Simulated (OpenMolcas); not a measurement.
## Fe4+: effect of the basis set

- Program: OpenMolcas
- Method: SS-CASPT2, IPEA 0.25 Eh, imaginary shift 0.1 Eh (closed shells correlated: 3s 3p)
- Active space: 4 electrons in 10 orbitals (3d 4d)
- State averaging: 2S+1 = 5 even, 5 roots; 2S+1 = 3 even, 45 roots; 2S+1 = 1 even, 44 roots
- Spin-orbit coupling: RASSI with atomic mean-field integrals over the reference wave functions, term energies averaged over their components

A. ANO-RCC-VTZP [6s5p3d2f1g], DKH2, point nucleus; CASPT2 step of the order of 16 core-minutes
B. ANO-R2 [6s5p4d2f1g], X2C, finite nucleus; CASPT2 step about 19 core-minutes
C. ANO-RCC-VQZP [7s6p4d3f2g1h], DKH2, point nucleus; CASPT2 step of the order of 10 core-minutes

Energies in cm-1 above 3d4 5D0, the measured ground level; measured values from Corliss and Sugar, J. Phys. Chem. Ref. Data 11, 135 (1982).

```tsv
Level	A	B	C	Measured
3d4 5D0	0.0	0.0	0.0	0.0
3d4 5D1	155	149	149	142
3d4 5D2	455	437	436	417
3d4 5D3	884	849	848	803
3d4 5D4	1426	1371	1370	1283
3d4 3P0(1)	24820	24560	24560	24055
3d4 3H4	25540	25470	25280	24932
3d4 3P1(1)	25740	25450	25450	24973
3d4 3H5	25890	25810	25620	25226
3d4 3H6	26280	26190	25990	25528
3d4 3P2(1)	27300	26970	26960	26468
3d4 3F2(1)	27570	27350	27290	26761
3d4 3F3(1)	27670	27450	27390	26842
3d4 3F4(1)	27850	27630	27570	26974
3d4 3G3	30670	30530	30430	29817
3d4 3G4	31070	30920	30810	30147
3d4 3G5	31410	31250	31140	30430
3d4 3D3	37820	37550	37570	36630
3d4 3D2	37950	37670	37690	36758
3d4 3D1	38070	37780	37800	36925
3d4 1G4(1)	38330	38000	37870	36586
3d4 1I6	38800	38700	38360	37512
3d4 1S0	41480	40920	40900	39633
3d4 1D2	48230	47880	47870	46291
```

Deviations, from unrounded energies. A percentage is the sum of absolute deviations over the sum of measured energies, with the sign that they share, or ± where signs differ.

| Against measurement | Levels | A | B | C |
| --- | --- | --- | --- | --- |
| mean absolute deviation (cm-1) | 23 | 880 | 680 | 620 |
| fine structure of the ground term (%) | 4 | +10.3 | +6.1 | +6.0 |
| other terms of the ground configuration (%) | 19 | +3.4 | +2.6 | +2.4 |

C lies closest to measurement on these levels and A furthest from it. The largest miss of C in the table is 3d4 1D2, by +1600 cm-1. The ranking rests on the paired levels alone, and a cruder setting can come out closer through cancelling errors.

The two smallest mean deviations differ by little beside CASPT2's spread within terms, so their order carries little weight.

Among A to C the level of the table that moves most is 3d4 1S0, by 580 cm-1 (lowest in C, highest in A). Moves below CASPT2's spread within the term are not significant.

Term energies are means over components that CASPT2 splits; among the terms shown or strongly mixed into the levels shown the widest spread is 320 cm-1 (3d4 1I, B). Active for correlation alone: 4d; no level in the range computed is led by a configuration that fills it, so any true level of that kind is missing. The CASPT2 spread within a term exceeds the gap to the next term for 3d4 3D and 3d4 1G(1), so the order of their levels is uncertain (holds for B; C). Computed and measured levels are paired by configuration, term and J; levels that our copy of the source lacks, or whose pairing is in doubt (as where it misses far off the trend of its configuration), stay unpaired and out of the deviations. Only configurations of the active space appear. Levels that lie high or do not pair safely by name in every column are left out.

A number in round brackets counts repeated terms of one configuration in the order of the reference energies.
